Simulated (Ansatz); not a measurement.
Isomers of C2H7GaSi, relaxed with PBE0-D4/def2-TZVP in Ansatz; electronic energies, one conformer each and not always the lowest. Functionals use def2-TZVPP; CBS adds triple-zeta CCSD(T) − MP2 to the MP2 limit of def2-TZVPP and def2-QZVPP.

Outer-core shells of Ga are correlated without core-valence functions. Scalar relativity is left out up to krypton. Spin–orbit coupling is left out.

Question: Order them by energy at frozen-core CCSD(T)/CBS, lowest first. (Best estimate.)
A. `C1[CH2][GaH][SiH2]1`
B. `[CH2]1[SiH2][CH2][GaH]1`
C. `[SiH3]/C=[CH]\[GaH2]`
D. `[SiH3][CH]1[CH2][GaH]1`
E. `C[CH]1[SiH2][GaH]1`
F. `C=[C]([SiH3])[GaH2]`

Answer: B (0.0 kJ/mol), A (58.6 kJ/mol), F (90.3 kJ/mol), C (99.0 kJ/mol), D (118.3 kJ/mol), E (138.3 kJ/mol).

Question: How do PBE0-D4, HF/CBS(def2), B3LYP-D4, r2SCAN-D4 place them (kJ/mol, against `[CH2]1[SiH2][CH2][GaH]1`)? (An estimate is asked.)

Answer: Computed: 
```
                  isomer  PBE0-D4  HF/CBS(def2)  B3LYP-D4  r2SCAN-D4
   `C=[C]([SiH3])[GaH2]`    103.5          47.8      73.4       97.9
`[SiH3][CH]1[CH2][GaH]1`    120.1         137.7      94.9      116.2
  `[SiH3]/C=[CH]\[GaH2]`    109.5          69.2      84.5      102.7
    `C[CH]1[SiH2][GaH]1`    128.2         142.5     127.9      130.8
   `C1[CH2][GaH][SiH2]1`     47.9          58.2      49.0       55.0
```

B3LYP here is the variant with VWN-RPA as its local correlation; programs differ in this.
